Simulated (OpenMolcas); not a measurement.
Fe5+: effect of the active space

```json
{
 "Program": "OpenMolcas 26.06",
 "Method": "MS-CASPT2 or its RAS form, IPEA 0.25 Eh, imaginary shift 0.1 Eh",
 "Basis": "ANO-R2",
 "Scalar Hamiltonian": "X2C, finite nucleus",
 "Spin-orbit coupling": "RASSI with atomic mean-field integrals over the reference wave functions, term energies averaged over their components"
}
```

A. 3 electrons in 5 orbitals (3d); 2S+1 = 4 even, 10 roots; 2S+1 = 2 even, 40 roots; closed shells correlated: 3s 3p; CASPT2 step of the order of 15 core-seconds
B. 9 electrons in 8 orbitals (RAS1 3p, at most 2 holes; RAS2 3d); 2S+1 = 4 even, 10 roots; 2S+1 = 2 even, 40 roots; closed shells correlated: 3s; CASPT2 step roughly 50 core-seconds
C. 3 electrons in 10 orbitals (3d 4d); 2S+1 = 4 even, 10 roots; 2S+1 = 2 even, 40 roots; closed shells correlated: 3s 3p; CASPT2 step roughly 8 core-minutes

Energies in cm-1 above 3d3 4F 3/2, the measured ground level; measured values from Corliss and Sugar, J. Phys. Chem. Ref. Data 11, 135 (1982).

```json
{"Level": "3d3 4F 3/2", "A": "0.0", "B": "0.0", "C": "0.0", "Measured": "0.0"}
{"Level": "3d3 4F 5/2", "A": "516", "B": "527", "C": "519", "Measured": "511"}
{"Level": "3d3 4F 7/2", "A": "1210", "B": "1237", "C": "1218", "Measured": "1188"}
{"Level": "3d3 4F 9/2", "A": "2060", "B": "2100", "C": "2070", "Measured": "2001"}
{"Level": "3d3 4P 1/2", "A": "19370", "B": "19420", "C": "19360", "Measured": "18738"}
{"Level": "3d3 4P 3/2", "A": "19550", "B": "19600", "C": "19550", "Measured": "18942"}
{"Level": "3d3 4P 5/2", "A": "20190", "B": "20260", "C": "20200", "Measured": "19611"}
{"Level": "3d3 2G 7/2", "A": "20900", "B": "21110", "C": "21000", "Measured": "20616"}
{"Level": "3d3 2G 9/2", "A": "21610", "B": "21830", "C": "21730", "Measured": "21315"}
{"Level": "3d3 2P 3/2 [62 %]", "A": "26780", "B": "26920", "C": "26820", "Measured": "26215"}
{"Level": "3d3 2P 1/2", "A": "26970", "B": "27020", "C": "26950", "Measured": "26496"}
{"Level": "3d3 2D 5/2(1)", "A": "29180", "B": "29540", "C": "29350", "Measured": "28484"}
{"Level": "3d3 2D 3/2(1) [64 %]", "A": "29190", "B": "29450", "C": "29290", "Measured": "28628"}
{"Level": "3d3 2H 9/2", "A": "29320", "B": "29230", "C": "29430", "Measured": "28724"}
{"Level": "3d3 2H 11/2", "A": "29840", "B": "29750", "C": "29970", "Measured": "29203"}
{"Level": "3d3 2F 7/2", "A": "47270", "B": "47340", "C": "47410", "Measured": "46217"}
{"Level": "3d3 2F 5/2", "A": "47570", "B": "47650", "C": "47710", "Measured": "46604"}
{"Level": "3d3 2D 5/2(2)", "A": "74090", "B": "73450", "C": "74290", "Measured": "71708"}
{"Level": "3d3 2D 3/2(2)", "A": "74450", "B": "73810", "C": "74600", "Measured": "72049"}
```

Deviations, from unrounded energies. A percentage is the sum of absolute deviations over the sum of measured energies, with the sign that they share, or ± where signs differ.

| Against measurement | Levels | A | B | C |
| --- | --- | --- | --- | --- |
| mean absolute deviation (cm-1) | 18 | 710 | 720 | 790 |
| fine structure of the ground term (%) | 3 | +2.2 | +4.5 | +3.0 |
| other terms of the ground configuration (%) | 15 | +2.5 | +2.6 | +2.8 |

A, B lie about equally close to measurement and C furthest from it. The largest miss of A in the table is 3d3 2D 3/2(2), by +2400 cm-1. The ranking rests on the paired levels alone, and a cruder setting can come out closer through cancelling errors.

The two smallest mean deviations differ by little beside CASPT2's spread within terms, so their order carries little weight.

Among A to C the level of the table that moves most is 3d3 2D 5/2(2), by 830 cm-1 (lowest in B, highest in C). Moves below CASPT2's spread within the term are not significant.

Term energies are means over components that CASPT2 splits; among the terms shown or strongly mixed into the levels shown the widest spread is 1200 cm-1 (3d3 4F, B). Active for correlation alone: 3p; no level in the range computed is led by a configuration that opens it, so any true level of that kind is missing (holds for B). The CASPT2 spread within a term exceeds the gap to the next term for 3d3 2D(1) and 3d3 2H, so the order of their levels is uncertain (holds for B). Active for correlation alone: 4d; no level in the range computed is led by a configuration that fills it, so any true level of that kind is missing (holds for C). Measured partners are found by configuration, term and J. A level has none where our copy of the source lacks it or the pairing is in doubt (some pairs that miss far off the trend of their configuration count as doubtful), and it then counts in no deviation. Levels of configurations outside the active space are missing.

A share in square brackets marks a mixed level and gives the weight of the term that names it, the lowest over the columns. A number in round brackets counts repeated terms of one configuration in the order of the reference energies.
